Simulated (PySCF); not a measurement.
A run for PySCF: D3(BJ) and D4 dispersion corrections on C3H9N (a complex).

```python
from pyscf import gto
from pyscf.dispersion import dftd3, dftd4

mol = gto.M(
    atom='''
    N    -0.21105797   -0.20862367    0.53718832
    H    -0.71184606   -0.85499415   -0.06195207
    H     0.73846623   -0.14825967    0.18706968
    H    -0.16549372   -0.62345653    1.46245548
    C     0.12427243   -1.01156106    4.23752655
    C    -0.52054549    0.11574394    3.95960593
    C     0.12427981    1.43046115    3.66011680
    H     1.20751512   -1.04861730    4.27947602
    H    -0.40460381   -1.93402214    4.44072770
    H    -1.60705668    0.10213880    3.92955673
    H    -0.22426761    2.20256084    4.35167898
    H     1.21107224    1.36812152    3.73455666
    H    -0.13617607    1.75959089    2.65072075
    ''',
    basis='def2-svp',
    charge=0, spin=0, verbose=0, max_memory=1800)
d3, d4 = {}, {}
for xc in ['hf', 'pbe', 'blyp', 'revpbe', 'tpss', 'r2scan', 'b3lyp', 'pbe0', 'bhlyp', 'camb3lyp', 'b2plyp']:
    d3[xc] = float(dftd3.DFTD3Dispersion(mol, xc=xc, version='d3bj', atm=False).get_dispersion()['energy'])
    print(f'D3(BJ) {xc:10s} {d3[xc]:14.8f} Eh')
for xc in ['hf', 'pbe', 'blyp', 'revpbe', 'tpss', 'r2scan', 'b3lyp', 'pbe0', 'bhlyp', 'camb3lyp', 'b2plyp']:
    d4[xc] = float(dftd4.DFTD4Dispersion(mol, xc={'camb3lyp': 'cam-b3lyp'}.get(xc, xc), atm=True).get_dispersion()['energy'])
    print(f'D4     {xc:10s} {d4[xc]:14.8f} Eh')
```

Program output:

```
D3(BJ) hf            -0.05619547 Eh
D3(BJ) pbe           -0.00735562 Eh
D3(BJ) blyp          -0.01467603 Eh
D3(BJ) revpbe        -0.01869403 Eh
D3(BJ) tpss          -0.00902980 Eh
D3(BJ) r2scan        -0.00220657 Eh
D3(BJ) b3lyp         -0.01193403 Eh
D3(BJ) pbe0          -0.00623261 Eh
D3(BJ) bhlyp         -0.00894643 Eh
D3(BJ) camb3lyp      -0.00539182 Eh
D3(BJ) b2plyp        -0.00533836 Eh
D4     hf            -0.02264189 Eh
D4     pbe           -0.00628109 Eh
D4     blyp          -0.01365645 Eh
D4     revpbe        -0.02110997 Eh
D4     tpss          -0.00844148 Eh
D4     r2scan        -0.00177474 Eh
D4     b3lyp         -0.00980112 Eh
D4     pbe0          -0.00533925 Eh
D4     bhlyp         -0.00672685 Eh
D4     camb3lyp      -0.00533383 Eh
D4     b2plyp        -0.00442906 Eh
```

The run finished.

Cost: about 0.04 core-seconds (a rough figure).
